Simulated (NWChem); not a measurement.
System: BNH2Cl2; SMILES NB(Cl)Cl

```xyz
6

B      0.0000     0.0000    -0.3333
Cl     1.5354     0.0000     0.5593
Cl    -1.5354     0.0000     0.5593
N      0.0000     0.0000    -1.7306
H     -0.8610     0.0000    -2.2769
H      0.8610     0.0000    -2.2769
```
Atoms are numbered in this order, from 1.

Results from NWChem. Coordinates come from a PBE-D3(BJ)/def2-SVP optimisation. Atomic charges in e: unrestrained fits to the electrostatic potential beside Mulliken populations; buried atoms are poorly determined by the fit.

### Question
What does the run give for B3LYP/def2-SVP? Quantities: ESP B1; Mulliken B1; ESP Cl2; Mulliken Cl2; ESP Cl3; Mulliken Cl3; ESP N4; Mulliken N4; relative RMS misfit of the potential (%).

### Answer
- ESP B1 = 0.37
- Mulliken B1 = -0.03
- ESP Cl2 = -0.18
- Mulliken Cl2 = -0.10
- ESP Cl3 = -0.17
- Mulliken Cl3 = -0.10
- ESP N4 = -0.66
- Mulliken N4 = -0.05
- relative RMS misfit of the potential (%) = 26
